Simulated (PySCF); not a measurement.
C2H6NO (SMILES CC(N)=[OH+]), charge +1, singlet, geometry from GFN2-xTB. Base run: PBE0/3-21G (PySCF).

Geometry (Å):
```xyz
10

O      0.3186     1.2823     0.0555
C      0.0460     0.0305    -0.0055
N      0.9713    -0.8909    -0.0392
C     -1.3834    -0.3300    -0.0210
H      0.7283    -1.8724    -0.0844
H     -1.9604     0.4542    -0.5083
H     -1.5636    -1.2882    -0.4997
H     -1.7465    -0.3886     1.0082
H      1.9630    -0.6782    -0.0150
H      1.2554     1.5478     0.0892
```
Charge +1, spin multiplicity 1.
All else is at PySCF's defaults.

Each row names what was changed in the base input (with any setting that the change needs).

```
change                                                                                         basis functions      E (Eh)  HOMO (eV)  HOMO-LUMO gap (eV)
---------------------------------------------------------------------------------------------  ---------------  ----------  ---------  ------------------
base                                                                                                        48  -208.16517     -15.22                9.05
basis = x2c-TZVPall; relativity = spin-free X2C; nucleus = Gaussian (with mol.nucmod = 'G')                160  -209.51754     -15.36                8.98
basis = jorge-DZP-DKH; relativity = spin-free X2C; nucleus = Gaussian (with mol.nucmod = 'G')               90  -209.46165     -15.34                9.00
basis = x2c-TZVPall; relativity = none                                                                     160  -209.40052     -15.37                8.98
basis = jorge-DZP-DKH; relativity = spin-free X2C                                                           90  -209.46168     -15.34                9.00
basis = jorge-DZP-DKH; relativity = none                                                                    90  -209.34577     -15.35                9.01
basis = cc-pVDZ-DK; relativity = spin-free X2C; nucleus = Gaussian (with mol.nucmod = 'G')                  86  -209.44815     -15.24                9.04
basis = cc-pVDZ-DK; relativity = spin-free X2C                                                              86  -209.44818     -15.24                9.04
basis = cc-pVDZ-DK; relativity = none                                                                       86  -209.33026     -15.25                9.05
basis = x2c-TZVPall; relativity = spin-free X2C                                                            160  -209.51756     -15.36                8.98
```

Total energies compare only within one method and basis.

Basis sets contracted for a relativistic Hamiltonian are a mismatch without it, so the rows without relativity aren't non-relativistic limits. No row has spin-orbit coupling; sets with core potentials leave out the core electrons.
